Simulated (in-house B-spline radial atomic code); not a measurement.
Radial electron density of As⁸⁺, [Ar] 3d7. Method: non-relativistic B97-1, spin-polarised, spherical fractional occupations, point nucleus. Calculated with an all-electron radial atomic-structure program (B-spline basis).

Caution: exact exchange at fractional occupations of open shells leaves self-interaction of up to several eV.

Columns: r (bohr), 4πr²n(r) (electrons per bohr), bar.

```
 0.00204    1.129 #
 0.00242     1.55 #
 0.00288     2.13 ##
 0.00343    2.913 ###
 0.00408    3.949 ####
 0.00485    5.303 #####
 0.00576    7.045 #######
 0.00685    9.273 #########
 0.00815    12.05 ###########
 0.00969    15.39 ##############
  0.0115    19.25 ##################
  0.0137    23.66 ######################
  0.0163    28.27 ##########################
  0.0194    32.75 ###############################
   0.023    36.52 ##################################
  0.0274    39.21 #####################################
  0.0326    40.24 ######################################
  0.0388    39.45 #####################################
  0.0461    37.26 ###################################
  0.0548    34.62 ################################
  0.0652    32.99 ###############################
  0.0775    33.69 ################################
  0.0922    37.16 ###################################
    0.11    42.38 ########################################
    0.13    46.45 ############################################
   0.155    46.95 ############################################
   0.184    42.42 ########################################
   0.219    34.34 ################################
   0.261    26.71 #########################
    0.31    23.45 ######################
   0.369    24.92 #######################
   0.438    27.89 ##########################
   0.521    28.22 ##########################
    0.62    23.96 ######################
   0.737    16.64 ################
   0.876    9.319 #########
    1.04    4.172 ####
    1.24     1.42 #
    1.47   0.3825 
    1.75  0.07285 
    2.08 0.009685
```

On this grid the curve has 3 maxima, near 0.0326, 0.155, 0.521 bohr.

The 3d up radial function P(r) = rR(r), positive near the nucleus:

```json
{"r (bohr)": "0.0163", "P": "0.00212"}
{"r (bohr)": "0.023", "P": "0.005549"}
{"r (bohr)": "0.0326", "P": "0.0143"}
{"r (bohr)": "0.0461", "P": "0.03525"}
{"r (bohr)": "0.0652", "P": "0.08257"}
{"r (bohr)": "0.0922", "P": "0.1806"}
{"r (bohr)": "0.13", "P": "0.359"}
{"r (bohr)": "0.184", "P": "0.6404"}
{"r (bohr)": "0.261", "P": "0.9871"}
{"r (bohr)": "0.369", "P": "1.26"}
{"r (bohr)": "0.521", "P": "1.284"}
{"r (bohr)": "0.737", "P": "0.995"}
{"r (bohr)": "1.04", "P": "0.5477"}
{"r (bohr)": "1.47", "P": "0.1887"}
{"r (bohr)": "2.08", "P": "0.0331"}
```
